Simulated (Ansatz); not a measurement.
Job for Ansatz (a quantum-chemistry and plane-wave program): R-B3LYP/def2-TZVPPD on C3H10O2 (a complex), monomers drawn apart or pushed together. Files ending in .json are basis or fitting sets from the Basis Set Exchange.

Ansatz 0.2 input:
```yaml
crystal:
  periodic: [false, false, false]
  atoms:
    - {symbol: C, position_ang: [0.13632074, -0.07180237, -0.24360279]}
    - {symbol: O, position_ang: [0.37616137, 0.91958617, 0.73599155]}
    - {symbol: H, position_ang: [0.78906321, -0.94520369, -0.12156709]}
    - {symbol: H, position_ang: [0.34250758, 0.37162305, -1.21820739]}
    - {symbol: H, position_ang: [-0.90467890, -0.41821696, -0.23988016]}
    - {symbol: H, position_ang: [0.20181930, 0.53538961, 1.61094881]}
    - {symbol: C, position_ang: [-1.17820421, 0.38384570, 5.50596138]}
    - {symbol: O, position_ang: [-0.14866748, -0.28818624, 4.80240303]}
    - {symbol: C, position_ang: [1.08034747, -0.30669039, 5.50704539]}
    - {symbol: H, position_ang: [-0.90631913, 1.42712443, 5.70303266]}
    - {symbol: H, position_ang: [-1.38940114, -0.11495529, 6.45858891]}
    - {symbol: H, position_ang: [-2.06811281, 0.35740968, 4.88022448]}
    - {symbol: H, position_ang: [1.43728798, 0.71032061, 5.70538965]}
    - {symbol: H, position_ang: [1.80427664, -0.82412631, 4.88074383]}
    - {symbol: H, position_ang: [0.97608814, -0.83979057, 6.45874105]}
basis:
  gaussian:
    orbitals: def2-TZVPPD.json
hamiltonian:
  xc: {name: B3LYP}
scf: {lower_state_search: off}
```

**Question.** Give the final energy of this run.

**Answer.** -270.8797 hartree.
